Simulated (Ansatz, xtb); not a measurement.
**A geometry optimisation of ClFH2NSbSi+ with r2SCAN-D4/def2-SVP**

The starting geometry of this gas-phase doublet was built from a drawn formula by distance geometry and a force field; its bonds are those of `[H]/[N]=[Sb+](/[Cl])[SiH]F`.

```xyz
7

Cl   -4.2563    2.1613   -2.0988
F    -1.5611   -1.0030   -0.3759
N    -0.7853    3.0388   -1.5441
Sb   -1.9401    1.7521   -2.4414
Si   -1.3013   -0.6483   -1.9475
H     0.1788    2.7367   -1.3326
H     0.1404   -0.8778   -2.2605
```

Predict what it relaxes into with r2SCAN-D4/def2-SVP.

It rearranges, giving a structure given below by its coordinates. Distances that change by over a tenth: N3–Sb4 (1.95 → 2.18 Å). Contacts that open: Sb4–Si5 (2.53 → 3.45 Å). Contacts that close: N3–Si5 (3.74 → 1.64 Å).

The energy falls by 4.33 eV over 25 steps:

| step | E − E(last) (eV) |
| --- | --- |
| 1 | 4.330 |
| 4 | 3.763 |
| 6 | 3.477 |
| 9 | 2.943 |
| 12 | 0.666 |
| 14 | 0.536 |
| 17 | 0.341 |
| 20 | 0.041 |
| 22 | 0.001 |
| 25 | 0.000 |

Final geometry (Å):

```xyz
7

Cl   -3.8914    1.8203   -1.2203
F    -2.0384   -0.8114   -1.6673
N    -0.7818    1.6257   -2.0805
Sb   -2.4698    2.7796   -2.8338
Si   -0.7718    0.1082   -1.4589
H     0.0925    2.1584   -2.0078
H     0.3358   -0.5210   -0.7321
```

From the same start GFN2-xTB ends elsewhere, differing in N3–Si5 (4.78 against 1.64 Å here).

No frequencies were run, so the end isn't proven a minimum. Open shells are spin-unrestricted. Atoms past krypton carry core potentials, without spin–orbit terms. Run with Ansatz 0.2.0, 3.6 min on 2 threads of Intel(R) Xeon(R) Platinum 8259CL CPU @ 2.50GHz (Skylake/Cascade Lake), with other jobs on the host.
